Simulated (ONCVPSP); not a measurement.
How hard is this V ONCV potential?

ONCVPSP 4.0.1 input, shortened (lines: element, Z, core and valence counts, functional; n l f; lmax; l rc ep ncon nbas qcut; lloc lpopt rc5 dvloc0; l nproj debl; icmod fcfact rcfact), Wu-Cohen, scalar-relativistic:

```
  V 23.00    3    4  -118130      upf
    1    0    2.00
    2    0    2.00
    2    1    6.00
    3    0    2.00
    3    1    6.00
    3    2    3.00
    4    0    2.00
    2
    0    1.80    0.00    4    7    7.10
    1    1.60    0.00    4    7    7.80
    2    1.95    0.00    4    9    6.90
    4    5    1.45    0.00
    0    2    2.70
    1    2    2.50
    2    3    0.80
    2    0.20    1.10
```

**Question.** For each optimised wave give the share of its norm inside rc, the residual kinetic energy above qcut (Ha) and the cutoffs (Ha) for errors of 10, 1, 0.1 and 0.01 mHa per electron.

**Answer.**

| wave | norm inside rc | residual KE | 10 mHa | 1 mHa | 0.1 mHa | 0.01 mHa |
| --- | --- | --- | --- | --- | --- | --- |
| 3s | 0.977 | 2.3e-07 | 6.4 | 8.9 | 16.7 | 20.5 |
| 4s | 0.076 | 1.2e-06 | 4.8 | 7.7 | 17.8 | 22.0 |
| 3p | 0.911 | 5.6e-06 | 17.3 | 22.1 | 26.1 | 29.9 |
| p projector 2 | 0.064 | 2.2e-06 | 14.0 | 19.6 | 24.4 | 28.2 |
| 3d | 0.786 | 1.2e-04 | 17.7 | 20.9 | 24.4 | 78.3 |
| d projector 2 | 0.162 | 2.7e-04 | 18.2 | 21.9 | 30.3 | 85.8 |
| d projector 3 | 0.142 | 7.7e-04 | 19.3 | 23.3 | 34.2 | 73.4 |

The occupied waves need 22 Ha and 26 Ha for 1 and 0.1 mHa.
